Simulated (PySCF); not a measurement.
# Working out the ionisation energy of Ga

Ga [Ar] 3d10 4s2 4p1 (2P) → Ga⁺ [Ar] 3d10 4s2 (1S). Computed with PySCF 2.14 in x2c-QZVPPall (11s7p5d4f1g, 94 functions), with the spin-free X2C one-electron Hamiltonian (Gaussian nucleus). Frozen: [Ne]. Energies in hartree (1 hartree = 27.21139 eV):

```tsv
part	Ga (lower)	Ga⁺ (upper)
UHF	-1942.230655	-1942.027457
MP2 opposite-spin	-0.545262	-0.538823
MP2 same-spin	-0.277546	-0.272888
```

Problem. What does Hartree-Fock give?

Solution. (-1942.027457) − (-1942.230655) = 0.203198 hartree = 5.529 eV.

Problem. What do MP2 and SCS-MP2 (6/5 opposite-spin, 1/3 same-spin) give?

Solution. The opposite-spin parts differ by 0.175 eV and the same-spin parts by 0.127 eV. MP2: 5.529 + (0.175) + (0.127) = 5.831 eV. SCS-MP2: 5.529 + 1.2 × (0.175) + (0.127)/3 = 5.781 eV.

Measured between the centres of the two terms (NIST): 5.931 eV, so MP2 (valence and next inner shell) is off by -0.100 eV.

What remains against the reference includes basis incompleteness, the frozen core and correlation beyond second order.
